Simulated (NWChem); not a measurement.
System: BaClF; SMILES [Cl][Ba][F]

Input file for NWChem:

```
start job
memory heap 200 mb stack 900 mb global 1100 mb
geometry units angstroms noautoz
  Ba    -0.167185    -0.336135     0.000000
  F      1.667635    -1.599131     0.000000
  Cl    -0.018124     2.434624     0.000000
end
basis spherical
  * library def2-svp
end
ecp
  Ba library def2-ecp
end
dft
  xc optx lyp
  iterations 150
  mulliken
end
task dft energy
```

Output (shortened):

```
             Northwest Computational Chemistry Package (NWChem) 7.3.0
             --------------------------------------------------------

 CS  symmetry detected

                             Geometry "geometry" -> ""
                             -------------------------

 Output coordinates in angstroms (scale by  1.889725989 to convert to a.u.)

  No.       Tag          Charge          X              Y              Z
 ---- ---------------- ---------- -------------- -------------- --------------
    1 Ba                  56.0000    -0.31336052    -0.38168968     0.00000000
    2 F                    9.0000     1.23764235    -1.98047466     0.00000000
    3 Cl                  17.0000     0.37702400     2.30581731     0.00000000

 Effective nuclear repulsion energy (a.u.)     319.8094008416

      Symmetry information
      --------------------

 Group name             Cs
 Group number              2
 Group order               2
 No. of unique centers     3

                                 NWChem DFT Module
                                 -----------------

 Summary of "ao basis" -> "ao basis" (spherical)
 ------------------------------------------------------------------------------
       Tag                 Description            Shells   Functions and Types
 ---------------- ------------------------------  ------  ---------------------
 Ba                         def2-svp                 9       23   4s3p2d
 F                          def2-svp                 6       14   3s2p1d
 Cl                         def2-svp                 8       18   4s3p1d

      Symmetry analysis of basis
      --------------------------

        a'         39
        a"         16

            General Information
            -------------------
          SCF calculation type: DFT
          Wavefunction type:  closed shell.
          No. of atoms     :     3
          No. of electrons :    36
           Alpha electrons :    18
            Beta electrons :    18
          Charge           :     0
          Spin multiplicity:     1
          Use of symmetry is: on ; symmetry adaption is: on
          Maximum number of iterations: 150
          AO basis - number of functions:    55
                     number of shells:    23
          Convergence on energy requested:  1.00D-06
          Convergence on density requested:  1.00D-05
          Convergence on gradient requested:  5.00D-04

              XC Information
              --------------
                        Slater Exchange Functional  1.052 local
                      OPTX     Exchange Functional  1.432 non-local
              Lee-Yang-Parr Correlation Functional  1.000

             Grid Information
             ----------------
          Grid used for XC integration:  medium
          Radial quadrature: Mura-Knowles
          Angular quadrature: Lebedev.
          Tag              B.-S. Rad. Rad. Pts. Rad. Cut. Ang. Pts.
          ---              ---------- --------- --------- ---------
          Ba                  2.15      123          12.0       590
          F                   0.50       49          11.0       434
          Cl                  1.00       88          11.0       590
          Grid pruning is: on
          Number of quadrature shells:   260
          Spatial weights used:  Erf1

      Superposition of Atomic Density Guess
      -------------------------------------

 Sum of atomic energies:        -586.10001033

      Non-variational initial energy
      ------------------------------

 Total energy =    -583.517127
 1-e energy   =    -958.373493
 2-e energy   =     302.535122
 HOMO         =      -0.457302
 LUMO         =      -0.119636

      Symmetry analysis of molecular orbitals - initial
      -------------------------------------------------

  Numbering of irreducible representations:

     1 a'          2 a"

  Orbital symmetries:

     1 a'          2 a'          3 a'          4 a'          5 a'
     6 a"          7 a'          8 a'          9 a'         10 a'
    11 a"         12 a'         13 a'         14 a"         15 a'
    16 a'         17 a"         18 a'         19 a'         20 a"
    21 a'         22 a'         23 a"         24 a'         25 a"
    26 a'         27 a'         28 a'

     ---------------------------------------------
      Total Density - Mulliken Population Analysis
     ---------------------------------------------

    Atom       Charge   Shell Charges
 -----------   ------   -------------------------------------------------------
    1 Ba  10     8.34   0.27  1.72  0.11 -0.01  5.03  0.97  0.04  0.18  0.04
    2 F    9     9.88   1.99  1.17  0.82  3.65  2.25  0.00
    3 Cl  17    17.78   2.00  1.99  1.24  0.74  5.95  2.27  3.59  0.00

   convergence    iter        energy       DeltaE   RMS-Dens  Diis-err
 ---------------- ----- ----------------- --------- --------- ---------
 d= 0,ls=0.0,diis     1   -585.3170804014 -6.58D+02  7.81D-02  9.03D-01
 d= 0,ls=0.0,diis     2   -577.4144286198  7.90D+00  6.78D-02  4.41D+01
 d= 0,ls=0.0,diis     3   -585.3949670942 -7.98D+00  1.73D-02  3.71D-01
 d= 0,ls=0.0,diis     4   -585.4225998958 -2.76D-02  6.43D-03  2.50D-01
 d= 0,ls=0.0,diis     5   -585.4539552845 -3.14D-02  1.51D-03  1.37D-02
  Resetting Diis
 d= 0,ls=0.0,diis     6   -585.4556174118 -1.66D-03  2.66D-04  1.91D-04
 d= 0,ls=0.0,diis     7   -585.4556443599 -2.69D-05  1.08D-04  1.57D-05
 d= 0,ls=0.0,diis     8   -585.4556410864  3.27D-06  7.91D-05  5.41D-05
 d= 0,ls=0.0,diis     9   -585.4556458832 -4.80D-06  2.56D-05  4.21D-06
 d= 0,ls=0.0,diis    10   -585.4556463716 -4.88D-07  4.41D-06  6.76D-08

         Total DFT energy =     -585.455646371629
      One electron energy =     -963.842163368657
           Coulomb energy =      348.656050553356
    Exchange-Corr. energy =      -42.590778113855
 Nuclear repulsion energy =       72.321244557527

 Numeric. integr. density =       36.000001441472

                  Occupations of the irreducible representations
                  ----------------------------------------------

                     irrep           alpha         beta
                     --------     --------     --------
                     a'               14.0         14.0
                     a"                4.0          4.0

                       DFT Final Molecular Orbital Analysis
                       ------------------------------------

 Vector   16  Occ=2.000000D+00  E=-2.205776D-01  Symmetry=a'
              MO Center=  3.7D-01,  1.9D+00,  3.8D-14, r^2= 2.7D+00
   Bfn.  Coefficient  Atom+Function         Bfn.  Coefficient  Atom+Function
  ----- ------------  ---------------      ----- ------------  ---------------
    49      0.593127  3 Cl py                46      0.435318  3 Cl py
    43      0.256172  3 Cl py                 3     -0.209618  1 Ba s
     6      0.156914  1 Ba py                14     -0.144034  1 Ba d -2
    27      0.142257  2 F  px                 2      0.138641  1 Ba s
    30     -0.103562  2 F  px                 4      0.095525  1 Ba s

 Vector   17  Occ=2.000000D+00  E=-2.127403D-01  Symmetry=a"
              MO Center=  3.5D-01,  2.2D+00, -1.6D-13, r^2= 1.7D+00
   Bfn.  Coefficient  Atom+Function         Bfn.  Coefficient  Atom+Function
  ----- ------------  ---------------      ----- ------------  ---------------
    50      0.618034  3 Cl pz                47      0.448356  3 Cl pz
    44      0.263470  3 Cl pz                15      0.112489  1 Ba d -1
    13      0.092146  1 Ba pz                20      0.069758  1 Ba d -1
     7     -0.055004  1 Ba pz                29     -0.051414  2 F  pz
    17     -0.048068  1 Ba d  1              32      0.041744  2 F  pz

 Vector   18  Occ=2.000000D+00  E=-2.085395D-01  Symmetry=a'
              MO Center=  3.9D-01,  2.0D+00, -6.1D-15, r^2= 2.3D+00
   Bfn.  Coefficient  Atom+Function         Bfn.  Coefficient  Atom+Function
  ----- ------------  ---------------      ----- ------------  ---------------
    48      0.617594  3 Cl px                45      0.444975  3 Cl px
    42      0.261534  3 Cl px                27      0.145280  2 F  px
    30     -0.116503  2 F  px                19      0.088591  1 Ba d -2
     6      0.086161  1 Ba py                18      0.066949  1 Ba d  2
    11      0.061025  1 Ba px                 5     -0.058734  1 Ba px

 Vector   19  Occ=0.000000D+00  E=-9.334036D-02  Symmetry=a'
              MO Center= -1.4D+00, -7.4D-01,  2.4D-13, r^2= 7.5D+00
   Bfn.  Coefficient  Atom+Function         Bfn.  Coefficient  Atom+Function
  ----- ------------  ---------------      ----- ------------  ---------------
     3      0.609439  1 Ba s                  2     -0.459307  1 Ba s
     4      0.419387  1 Ba s                 11     -0.360322  1 Ba px
    16      0.216247  1 Ba d  0              18      0.150684  1 Ba d  2
    12     -0.128057  1 Ba py                 5      0.100736  1 Ba px
     1      0.094897  1 Ba s                 14      0.073864  1 Ba d -2

 Vector   20  Occ=0.000000D+00  E=-5.322172D-02  Symmetry=a"
              MO Center= -1.1D+00, -6.8D-01, -3.0D-13, r^2= 6.7D+00
   Bfn.  Coefficient  Atom+Function         Bfn.  Coefficient  Atom+Function
  ----- ------------  ---------------      ----- ------------  ---------------
    13      0.607996  1 Ba pz                17      0.586903  1 Ba d  1
    22      0.295286  1 Ba d  1              15     -0.237536  1 Ba d -1
     7     -0.136365  1 Ba pz                20     -0.102024  1 Ba d -1
    10     -0.088197  1 Ba pz                50      0.053209  3 Cl pz
    47      0.027879  3 Cl pz                32      0.026154  2 F  pz

[...]
```

Level: OLYP/def2-SVP with def2 effective core potentials on Ba. Geometry: optimised at PBE0/def2-SVP. def2 effective core potentials on Ba; no spin-orbit coupling.
